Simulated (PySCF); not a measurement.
This PySCF input asks for the NMR shieldings of `[BH3-][P@+](C)(C#C)C(F)=C(F)F`, C$_{5}$H$_{7}$BF$_{3}$P; the geometry comes from GFN2-xTB.

```python
import basis_set_exchange as bse
import numpy as np
from pyscf import gto, dft
from pyscf.prop import nmr

atoms = """
B     0.356757   -0.763985    1.991301
P     0.162438   -0.352710    0.130506
C    -0.068300   -1.752374   -1.026264
C     1.391115    0.606338   -0.689429
C     2.300694    1.238134   -1.157302
C    -1.324180    0.640547   -0.281809
F    -2.390765   -0.041744   -0.735497
C    -1.431743    1.935680   -0.012603
F    -2.491263    2.706442   -0.193623
F    -0.409160    2.637033    0.453202
H     1.339702   -1.433797    2.031300
H    -0.642545   -1.362655    2.242122
H     0.453340    0.278196    2.550999
H    -0.213080   -1.410067   -2.049709
H     0.817468   -2.383252   -0.969153
H    -0.932636   -2.330491   -0.701104
H     3.075158    1.800734   -1.592847
"""
names = dict.fromkeys(["B", "P", "C", "F", "H"], "pcSseg-1")
basis = {el: gto.basis.parse(bse.get_basis(n, elements=[el], fmt="nwchem")) for el, n in names.items()}
mol = gto.M(atom=atoms, basis=basis, charge=0, verbose=0)
mf = dft.RKS(mol, xc="PBE0")
mf.grids.level = 2
mf.grids.alignment = dft.numint.BLKSIZE   # the property module wants whole blocks of grid points
mf.conv_tol = 1e-9
mf.kernel()

calc = nmr.RKS(mf)   # GIAO
C = mf.mo_coeff
Co = C[:, mf.mo_occ > 0]
resp = mf.gen_response(singlet=True, hermi=2)
def vind(x):   # induced exchange potential for any number of trial vectors
    d = np.einsum("pi,xij,qj->xpq", C, 2 * x.reshape(-1, C.shape[1], Co.shape[1]), Co, optimize=True)
    return np.einsum("xpq,pi,qj->xij", resp(d - d.transpose(0, 2, 1)), C, Co, optimize=True).ravel()
mo1, _ = nmr.rhf.solve_mo1(calc, with_cphf=vind)
sigma = calc.kernel(mo1)
for i, s in enumerate(sigma):   # ppm
    w = np.linalg.eigvalsh((s + s.T) / 2)
    print("%2d %-2s iso %8.1f  s11 %8.1f  s22 %8.1f  s33 %8.1f" % (i, mol.atom_pure_symbol(i), w.mean(), *w))
```

**Question.** What does it print?

**Answer.** 
```
 0 B  iso    145.8  s11    138.2  s22    142.7  s33    156.5
 1 P  iso    339.1  s11    266.4  s22    335.8  s33    415.1
 2 C  iso    172.4  s11    160.7  s22    168.4  s33    188.0
 3 C  iso    106.8  s11      9.0  s22     13.7  s33    297.8
 4 C  iso     81.3  s11      4.9  s22     11.6  s33    227.3
 5 C  iso     52.3  s11     13.2  s22     58.9  s33     84.9
 6 F  iso    380.0  s11    303.6  s22    401.6  s33    434.6
 7 C  iso     16.4  s11    -53.1  s22     45.3  s33     57.0
 8 F  iso    251.7  s11    199.4  s22    273.6  s33    282.3
 9 F  iso    271.9  s11    248.0  s22    276.3  s33    291.3
10 H  iso     30.8  s11     27.3  s22     29.2  s33     35.8
11 H  iso     30.7  s11     27.5  s22     29.2  s33     35.4
12 H  iso     30.5  s11     26.9  s22     29.9  s33     34.8
13 H  iso     29.7  s11     25.5  s22     27.4  s33     36.4
14 H  iso     29.9  s11     25.9  s22     27.4  s33     36.5
15 H  iso     29.9  s11     25.7  s22     27.5  s33     36.6
16 H  iso     29.1  s11     24.2  s22     24.5  s33     38.6
```

These numbers come from an equivalent density-fitted implementation of the same equations, which agrees with the script to about 0.01 ppm for H and up to a few tenths of a ppm for heavy atoms, so last digits may differ.

Size and cost of the density-fitted run: 212 basis functions, 38 s wall time on 1 thread of an Arm Neoverse V2, shared host; peak memory 0.93 GiB.
